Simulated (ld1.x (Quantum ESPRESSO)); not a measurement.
## u(r) = r·R(r): atom against pseudo-atom (niobium)

Columns: radius, all-electron u(r) and pseudo u(r) of the 5p shell (level -1.06 eV) of niobium in the configuration [Kr] 4d4 5s1 5p0; BLYP, scalar-relativistic, TM semilocal scheme, ld1.x (Quantum ESPRESSO) 7.5.

```csv
r (bohr),all-electron,pseudo
0.155,0.0103,-0.0386
0.310,-0.1013,-0.1227
0.465,-0.0453,-0.1842
0.620,0.0600,-0.1825
0.775,0.1383,-0.1362
0.930,0.1719,-0.0863
1.085,0.1664,-0.0533
1.240,0.1337,-0.0373
1.395,0.0849,-0.0332
1.550,0.0285,-0.0391
1.705,-0.0300,-0.0576
1.860,-0.0870,-0.0927
2.015,-0.1407,-0.1409
2.170,-0.1899,-0.1899
2.325,-0.2342,-0.2342
2.480,-0.2736,-0.2736
2.635,-0.3080,-0.3080
2.790,-0.3379,-0.3379
2.945,-0.3633,-0.3633
3.100,-0.3848,-0.3848
3.255,-0.4026,-0.4026
3.410,-0.4171,-0.4171
3.565,-0.4285,-0.4285
3.720,-0.4371,-0.4371
3.875,-0.4433,-0.4433
4.030,-0.4473,-0.4473
```

How many radial nodes do the two functions have?

The all-electron 5p function has n − l − 1 = 3; the pseudo-wave has 0, since the states of the same l below it are removed with the core.

At about which radius was the pseudo-wave matched?

2.16 bohr, where the columns begin to agree (steps of 0.15 bohr).

Is the pseudo-wave norm-conserving?

Yes: the TM semilocal scheme keeps the norm inside the radius equal to the all-electron one, which fixes the energy derivative of the logarithmic derivative at the level.
